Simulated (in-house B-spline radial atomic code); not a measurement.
# wB97X excitations of O⁶⁺

Method: wB97X. Computed with a B-spline radial code for spherical atoms: linear response of the closed shell 1s2 with the functional's adiabatic kernel; non-relativistic, point nucleus, no spin-orbit coupling, no double excitations, S, P, D and F terms only.

Command:
```bash
python run_td.py task.json out
```
Settings (radii: box in bohr, nucleus in fm):
```
Z                        8
electrons                2
configuration            1s2
hamiltonian              nr
method                   wb97x
box_radius               14.35
intervals                47
```

Run time, properties included: 0.1 s on 1 thread of Intel(R) Xeon(R) Platinum 8488C (Sapphire Rapids), on a shared host.

The lowest states, in the order of their Tamm-Dancoff energies; the method's threshold (minus the highest occupied level) is 704.08 eV. Labels give the largest channel, * marks a mixed state, and oscillator strengths are full-response dipole values. Semilocal kernels can invert the small singlet-triplet splittings of Rydberg terms. Energies in eV:

```
     state  full response  Tamm-Dancoff  oscillator strength
1s → 2s 3S         548.03        548.13                    -
1s → 2s 1S         555.80        555.93                    -
1s → 2p 3P         557.59        557.72                    -
1s → 2p 1P         562.50        562.61                0.614
1s → 3s 3S         634.86        634.89                    -
1s → 3s 1S              ?             ?                    -
1s → 3p 3P         637.32        637.35                    -
1s → 3p 1P         638.56        638.58                0.135
1s → 3d 3D              ?             ?                    -
1s → 3d 1D         639.50        639.50                    -
```

(1) Where does 1s → 3s 1S lie?

(2) Where does 1s → 3d 3D lie?

(3) How large is the singlet-triplet splitting of 1s → 2s (S terms) in Tamm-Dancoff?

(4) What polarisabilities and dispersion coefficient does the method give?

## Answers

(1) At 636.69 eV in full response, 636.72 eV in Tamm-Dancoff.

(2) At 638.90 eV in full response, 638.91 eV in Tamm-Dancoff.

(3) 7.8 eV, from the unrounded values.

(4) Dipole 0.002682 bohr³, quadrupole 0.0001668 bohr⁵, C6 0.000132 hartree·bohr⁶ for two such species.
